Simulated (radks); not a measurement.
The mean radii <r> (bohr) of the occupied orbitals of an atom or ion are listed with their occupations. Calculated with a radial shooting solver on a logarithmic mesh with Libxc functionals: non-relativistic Kohn-Sham, PBEsol, spin-polarised, spherical densities, point nucleus.

| orbital | occ. | <r> |
|---|---|---|
| 1s up | 1 | 0.09741 |
| 1s down | 1 | 0.09740 |
| 2s up | 1 | 0.4819 |
| 2s down | 1 | 0.4817 |
| 2p up | 3 | 0.4437 |
| 2p down | 3 | 0.4435 |
| 3s up | 1 | 1.696 |
| 3s down | 1 | 1.710 |
| 3p up | 3 | 2.043 |
| 3p down | 1 | 2.116 |

Name the element and its charge. Open shells, if any, are filled with parallel spins first.

Answer. Z = 16, sulfur, charge 0: S in [Ne] 3s2 3p4. The 1s radius gives Z: for a bare nucleus <r> = 1.5/Z, 0.09375 bohr for Z = 16, and screening makes it slightly larger (0.09741 here). The occupations add up to 16, and the charge is Z minus that.
